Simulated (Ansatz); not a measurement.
Relaxation of BrCl$_{2}$FH$_{2}$OZr (8 atoms, charge 0, multiplicity 1), to a largest force component of 0.03 eV/Å in at most 50 steps.

These are results of RKS BLYP/def2-SVP (Ansatz), not measurements.

```xyz
8
Properties=species:S:1:pos:R:3
Zr 0.064 -0.135 -0.139
F 0.001 -0.133 1.823
O 1.906 -0.318 -0.592
H 2.819 -0.447 -0.891
Cl -0.683 1.924 -1.061
Cl -1.059 -2.004 -1.082
Br -3.331 0.128 1.767
H -2.006 0.032 2.481
```

Problem. Where does it end, and by what steps?

Solution. The forces met the threshold. After 9 steps the energy has fallen by 0.079 eV; Br7 moved furthest, 0.82 Å.

```csv
step,energy less start (eV),largest force component (eV/Å),accepted
0,0.0000,1.060,yes
1,-0.0508,0.192,yes
2,-0.0582,0.078,yes
3,-0.0620,0.101,yes
4,-0.0625,0.537,yes
5,-0.0746,0.072,yes
6,-0.0775,0.037,yes
7,-0.0784,0.067,yes
8,-0.0787,0.043,yes
9,-0.0788,0.020,yes
```

```xyz
8
Properties=species:S:1:pos:R:3
Zr 0.143 -0.153 -0.332
F -0.258 -0.137 1.561
O 2.030 -0.336 -0.544
H 2.980 -0.426 -0.719
Cl -0.567 1.886 -1.316
Cl -0.945 -2.002 -1.346
Br -3.553 0.176 2.556
H -2.117 0.040 2.446
```

Whether the end is a true minimum wasn't checked by a vibrational analysis.

Run time: 26 s on 4 threads of Arm Neoverse V2, with other jobs on the host, peak memory 0.21 GiB.
